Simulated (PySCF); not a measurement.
Species: BCl₂FGeH₂.
SMILES: `[F][GeH2][B](Cl)Cl`

Computed, not measured: MP2 and CCSD/aug-cc-pVDZ in PySCF, restricted Hartree–Fock reference, frozen core, non-relativistic, gas phase, PBE0-D3(BJ)/def2-SVP geometry.

E(HF) = -3119.76034 Eh.

(1) How large is the problem?

(2) What are the MP2 and CCSD correlation energies?

(3) What is the T1 diagnostic?

(4) How does correlation change the dipole moment?

Results:

(1) 154 basis functions and 82 electrons; 21 orbitals frozen, which leaves o = 20 correlated occupied and v = 113 virtual orbitals. That is o·v = 2260 singles and o·v(o·v + 1)/2 = 2554930 distinct closed-shell doubles amplitudes before symmetry; the costliest CCSD step grows as o²v⁴ = 6.5 × 10^10.

(2) MP2 -0.7023 Eh and CCSD -0.7450 Eh, which gives totals of -3120.46262 and -3120.50532 Eh. That is 0.507 eV for each correlated electron at CCSD (1956 kJ/mol in all, 0.024 % of the total energy); MP2 gives 94.3 % of the CCSD value.

(3) 0.0129, below the customary warning level of 0.02. It is the norm of the spatial-orbital singles amplitudes over the root of the number of correlated electrons, so the norm is 0.082.

(4) HF gives 2.33 D and CCSD (unrelaxed density) 2.14 D, a change of -0.19 D; the two vectors are 6° apart.

Connected triples and the basis-set limit are missing.

The job also held the EOM ionisation roots. On Arm Neoverse V1, one thread, on a shared host, this took 6.5 min.

Conformer computed: `[F:1][GeH2:2][B:3]([Cl:4])[Cl:5]`: F1–Ge2–B3–Cl4 -99°.

One conformer stands for the species.
